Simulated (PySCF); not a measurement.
PySCF input file for difluoromethyl(methyl)silane (C2H6F2Si), SMILES C[SiH2]C(F)F, B3LYP-D3(BJ)/def2-SVP. Geometry: B3LYP-D3(BJ)/def2-SVP. One conformer was computed; it need not be the lowest.

```python
import numpy as np
from pyscf import gto, scf, dft, df
from pyscf.hessian import thermo

mol = gto.M(
    atom='''
    C     0.96192798    1.75618497   -0.00000013
    Si   -0.70614886    0.89886048    0.00000010
    C    -0.37247434   -0.99703769    0.00000005
    F     0.37223245   -1.31633388   -1.10856972
    F     0.37223276   -1.31633388    1.10856961
    H     1.53611204    1.45914023    0.89132561
    H     0.85634892    2.85203223   -0.00000012
    H     1.53611178    1.45914023   -0.89132604
    H    -1.50733048    1.21786032   -1.21630240
    H    -1.50733013    1.21786032    1.21630281
    H    -1.26473685   -1.65095386    0.00000017
    ''',
    basis='def2-SVP',
    charge=0,
    spin=0,
    max_memory=1600,
    verbose=3,
)
mf = dft.RKS(mol, xc='b3lyp').density_fit(auxbasis='def2-universal-jkfit')
mf.disp = 'd3bj'
mf.grids.level = 3
mf.conv_tol = 1e-11
mf.max_cycle = 100
mf.kernel()

# [left out here: the lines that compute and print the analytic Hessian (its translational invariance restored by hand, since the grid's response is missing), thermochemistry and intensities]
```

Program output:

```
converged SCF energy = -568.724164370461

WARN: DFTD3 does not support analytical Hessian, using finite difference


WARN: Mole.unit (angstrom) is changed to Bohr

Mode                                 0                   1                   2
Irrep
Freq [cm^-1]                       69.1544            132.6764            137.2228
Reduced mass [au]                   3.8911              3.5862              1.0795
Force const [Dyne/A]                0.0110              0.0372              0.0120
Char temp [K]                      99.4978            190.8918            197.4331
Normal mode                   x     y     z       x     y     z       x     y     z
       0   C                 0.00 -0.00 -0.14   -0.03  0.18  0.00    0.00 -0.00  0.01
       1  Si                -0.00  0.00  0.05    0.06  0.01 -0.00   -0.00 -0.00 -0.01
       2   C                 0.00  0.00 -0.01    0.01 -0.01 -0.00   -0.00  0.00 -0.01
       3   F                 0.09  0.07  0.02   -0.03 -0.08  0.00    0.01 -0.04  0.01
       4   F                -0.09 -0.07  0.02   -0.03 -0.08 -0.00   -0.01  0.04  0.01
       5   H                 0.11 -0.01 -0.21    0.01  0.27  0.00    0.18 -0.44 -0.25
       6   H                 0.00 -0.00 -0.11   -0.19  0.17  0.00    0.00 -0.00  0.58
       7   H                -0.11  0.01 -0.21    0.01  0.27 -0.00   -0.18  0.44 -0.25
       8   H                -0.13  0.01  0.14    0.04 -0.03  0.00   -0.03  0.04  0.02
       9   H                 0.13 -0.01  0.14    0.04 -0.03 -0.00    0.03 -0.04  0.02
      10   H                 0.00 -0.00 -0.13   -0.06  0.08  0.00    0.00 -0.00  0.01
Mode                                 3                   4                   5
Irrep
Freq [cm^-1]                      225.6394            361.9753            502.6871
Reduced mass [au]                   3.6970              6.3672              1.1274
Force const [Dyne/A]                0.1109              0.4915              0.1679
[...]
       3   F                -0.00  0.01  0.01    0.00  0.01  0.00    0.01 -0.00 -0.01
       4   F                -0.00  0.01 -0.01    0.00  0.01 -0.00   -0.01  0.00 -0.01
       5   H                 0.12 -0.01 -0.02   -0.22 -0.27 -0.03    0.44  0.15 -0.12
       6   H                 0.41  0.14 -0.00    0.39  0.10 -0.00    0.00  0.00 -0.19
       7   H                 0.12 -0.01  0.02   -0.22 -0.27  0.03   -0.44 -0.15 -0.12
       8   H                -0.16 -0.23  0.01   -0.01 -0.13 -0.00   -0.28 -0.22  0.09
       9   H                -0.16 -0.23 -0.01   -0.01 -0.13  0.00    0.28  0.22  0.09
      10   H                -0.01 -0.04 -0.00    0.01 -0.22  0.00    0.00 -0.00  0.01
Mode                                12                  13                  14
Irrep
Freq [cm^-1]                      911.7661            955.1207           1064.9543
Reduced mass [au]                   1.3531              1.0546              7.9893
Force const [Dyne/A]                0.6627              0.5668              5.3385
Char temp [K]                    1311.8284           1374.2060           1532.2321
Normal mode                   x     y     z       x     y     z       x     y     z
       0   C                -0.03  0.07  0.00    0.00  0.00 -0.00   -0.00 -0.00  0.01
       1  Si                -0.02 -0.07 -0.00   -0.04  0.01  0.00    0.00  0.00 -0.00
       2   C                 0.05  0.03 -0.00    0.00  0.00  0.00   -0.00 -0.00 -0.22
       3   F                -0.01 -0.00  0.01   -0.00 -0.00  0.00   -0.05  0.02  0.08
       4   F                -0.01 -0.00 -0.01   -0.00 -0.00 -0.00    0.05 -0.02  0.08
       5   H                -0.06 -0.14 -0.04    0.00  0.02  0.00    0.03  0.00 -0.01
       6   H                 0.34  0.10 -0.00    0.03  0.01  0.00    0.00 -0.00 -0.03
       7   H                -0.06 -0.14  0.04    0.00  0.02 -0.00   -0.03 -0.00 -0.01
       8   H                 0.21  0.47 -0.00    0.51 -0.22 -0.41   -0.03 -0.07 -0.01
       9   H                 0.21  0.47  0.00    0.51 -0.22  0.41    0.03  0.07 -0.01
      10   H                -0.01  0.11  0.00    0.02 -0.03 -0.00   -0.00  0.00 -0.21
Mode                                15                  16                  17
Irrep
Freq [cm^-1]                     1114.2742           1271.5941           1325.2916
Reduced mass [au]                   5.9299              1.2504              1.4123
Force const [Dyne/A]                4.3379              1.1912              1.4615
Char temp [K]                    1603.1926           1829.5408           1906.7995
Normal mode                   x     y     z       x     y     z       x     y     z
       0   C                -0.00 -0.01 -0.00   -0.12 -0.06  0.00   -0.01  0.00  0.00
       1  Si                 0.00  0.02 -0.00    0.01  0.01 -0.00    0.01 -0.01 -0.00
       2   C                 0.19 -0.08 -0.00   -0.00 -0.01  0.00   -0.04  0.15  0.00
       3   F                -0.07  0.02  0.07    0.00  0.00 -0.00   -0.01 -0.02 -0.00
       4   F                -0.07  0.02 -0.07    0.00  0.00  0.00   -0.01 -0.02  0.00
       5   H                 0.00  0.02  0.01    0.37  0.31 -0.17    0.04  0.00 -0.04
       6   H                -0.02 -0.01  0.00    0.51  0.01 -0.00    0.06  0.01 -0.00
       7   H                 0.00  0.02 -0.01    0.37  0.31  0.17    0.04  0.00  0.04
       8   H                -0.03 -0.03  0.01   -0.01 -0.02  0.01   -0.01  0.00  0.02
       9   H                -0.03 -0.03 -0.01   -0.01 -0.02 -0.01   -0.01  0.00 -0.02
      10   H                 0.26 -0.18  0.00   -0.05  0.05  0.00    0.54 -0.62 -0.00
Mode                                18                  19                  20
Irrep
Freq [cm^-1]                     1363.2670           1430.8671           1438.5665
Reduced mass [au]                   1.1208              1.0482              1.0502
Force const [Dyne/A]                1.2272              1.2644              1.2806
Char temp [K]                    1961.4376           2058.6992           2069.7770
Normal mode                   x     y     z       x     y     z       x     y     z
       0   C                 0.00  0.00  0.00    0.00 -0.00 -0.06   -0.03  0.05 -0.00
       1  Si                 0.00 -0.00  0.00    0.00 -0.00 -0.01   -0.00  0.01 -0.00
       2   C                -0.00  0.00 -0.08   -0.00  0.00 -0.01    0.01 -0.01 -0.00
       3   F                 0.02  0.01 -0.00   -0.00  0.00  0.00   -0.00  0.00  0.00
       4   F                -0.02 -0.01 -0.00    0.00 -0.00  0.00   -0.00  0.00 -0.00
       5   H                -0.00 -0.01 -0.00    0.08  0.46  0.05    0.37 -0.36 -0.38
       6   H                -0.00  0.00 -0.02    0.00  0.00  0.71   -0.35  0.01  0.00
       7   H                 0.00  0.01 -0.00   -0.08 -0.46  0.05    0.37 -0.36  0.38
       8   H                -0.00 -0.03 -0.01   -0.02 -0.00  0.00    0.00 -0.02 -0.01
       9   H                 0.00  0.03 -0.01    0.02  0.00  0.00    0.00 -0.02  0.01
      10   H                 0.00 -0.00  0.94    0.00 -0.00  0.02   -0.02  0.03  0.00
Mode                                21                  22                  23
Irrep
Freq [cm^-1]                     2227.2188           2229.8036           3033.2977
Reduced mass [au]                   1.0300              1.0516              1.0858
Force const [Dyne/A]                3.0104              3.0806              5.8863
Char temp [K]                    3204.4720           3208.1909           4364.2401
Normal mode                   x     y     z       x     y     z       x     y     z
       0   C                -0.00 -0.00  0.00   -0.00 -0.00 -0.00   -0.00 -0.00  0.00
       1  Si                 0.03 -0.01  0.00    0.00 -0.00 -0.04    0.00 -0.00 -0.00
       2   C                -0.00  0.00  0.00   -0.00  0.00 -0.00    0.06  0.05 -0.00
       3   F                 0.00 -0.00 -0.00   -0.00 -0.00  0.00    0.00 -0.00 -0.00
       4   F                 0.00 -0.00  0.00    0.00  0.00  0.00    0.00 -0.00  0.00
       5   H                 0.00  0.00 -0.00   -0.00  0.00 -0.00    0.02 -0.01  0.03
       6   H                 0.00 -0.00  0.00    0.00 -0.00  0.00   -0.01  0.04 -0.00
       7   H                 0.00  0.00  0.00    0.00 -0.00 -0.00    0.02 -0.01 -0.03
       8   H                -0.37  0.15 -0.57    0.37 -0.15  0.56   -0.00  0.00 -0.00
       9   H                -0.37  0.15  0.57   -0.37  0.15  0.56   -0.00  0.00  0.00
      10   H                 0.01 -0.00 -0.00    0.00 -0.00  0.00   -0.76 -0.57  0.00
Mode                                24                  25                  26
Irrep
Freq [cm^-1]                     3038.4487           3134.6507           3135.5411
Reduced mass [au]                   1.0349              1.1028              1.1034
Force const [Dyne/A]                5.6294              6.3845              6.3917
Char temp [K]                    4371.6511           4510.0644           4511.3455
Normal mode                   x     y     z       x     y     z       x     y     z
       0   C                -0.04 -0.02  0.00    0.00 -0.00  0.09    0.04 -0.08 -0.00
       1  Si                 0.00  0.00 -0.00    0.00 -0.00  0.00    0.00 -0.00 -0.00
       2   C                -0.00 -0.00  0.00    0.00  0.00  0.00    0.00  0.00 -0.00
       3   F                 0.00  0.00  0.00    0.00  0.00 -0.00   -0.00 -0.00  0.00
       4   F                 0.00  0.00 -0.00   -0.00 -0.00 -0.00   -0.00 -0.00 -0.00
       5   H                 0.28 -0.16  0.46   -0.36  0.18 -0.54   -0.20  0.09 -0.32
       6   H                -0.07  0.56 -0.00   -0.00  0.00  0.01   -0.07  0.77 -0.00
       7   H                 0.28 -0.16 -0.46    0.36 -0.18 -0.54   -0.20  0.09  0.32
       8   H                -0.00 -0.00  0.00   -0.00 -0.00 -0.00   -0.00  0.00 -0.00
       9   H                -0.00 -0.00 -0.00    0.00  0.00 -0.00   -0.00  0.00  0.00
      10   H                 0.06  0.04 -0.00   -0.00  0.00 -0.00   -0.00 -0.00  0.00
temperature 298.1500 [K]
pressure 101325.00 [Pa]
Rotational constants [GHz] 5.33885 2.54447 2.44716
Symmetry number 1
Zero-point energy (ZPE) 0.07587 [Eh]   199205.170 [J/mol]
                           tot       elec      trans        rot        vib
Entropy [J/mol/K]       344.603      0.000    165.691    111.596     67.316
Cv [J/mol/K]             98.482      0.000     12.472     12.472     73.538
Cp [J/mol/K]            106.796      0.000     20.786     12.472     73.538
Internal energy [J/mol]                      3718.434   3718.434 210082.082
Internal energy [Eh]   -568.64132  -568.72416
Enthalpy [J/mol]                             6197.391   3718.434 210082.082
Enthalpy [Eh]          -568.64037
Gibbs free energy [J/mol]                  -43203.281 -29553.865 190011.816
Gibbs free energy [Eh] -568.67950
static polarisability / bohr^3: [[47.746  2.233 -0.   ]
 [ 2.231 48.071 -0.   ]
 [-0.    -0.    43.904]]
largest difference of analytic and finite-field dipole derivatives / e: 0.0011016861670507527
mode   freq/cm-1   IR/(km/mol)   Raman/(A^4/amu)   depolarisation
   1       69.15         0.756             0.125            0.750
   2      132.68         4.423             0.620            0.715
   3      137.22         0.229             0.011            0.750
   4      225.64         0.916             0.059            0.750
   5      361.98        17.793             2.221            0.359
   6      502.69        11.515             1.337            0.750
   7      537.47         6.991             1.093            0.747
   8      628.66        20.246            12.779            0.227
   9      670.46        31.328            14.784            0.750
  10      690.41         0.830            16.150            0.325
  11      787.44        25.992             3.434            0.746
  12      886.05        22.677             6.030            0.750
  13      911.77       187.043             3.656            0.688
  14      955.12        89.077            15.461            0.749
  15     1064.95       148.800             2.796            0.750
  16     1114.27        83.484             2.931            0.737
  17     1271.59        15.449             0.474            0.111
  18     1325.29        37.834             3.411            0.212
  19     1363.27         4.905             7.531            0.750
  20     1430.87         3.786            12.533            0.750
  21     1438.57         4.466            10.638            0.748
  22     2227.22        87.528           170.927            0.093
  23     2229.80       130.050            76.854            0.750
  24     3033.30        42.298           144.265            0.254
  25     3038.45         3.337           110.898            0.004
  26     3134.65         1.540            68.592            0.750
  27     3135.54         2.139            84.920            0.744
max |gradient| / (hartree/bohr): 0.00017505250105964585
APT charges: [-0.3324  1.0991  0.8098 -0.5253 -0.5253  0.0308  0.0237  0.0308 -0.2695
 -0.2695 -0.0722]
```

The run converged.

Cost: about 2.7 core-minutes (a rough figure).
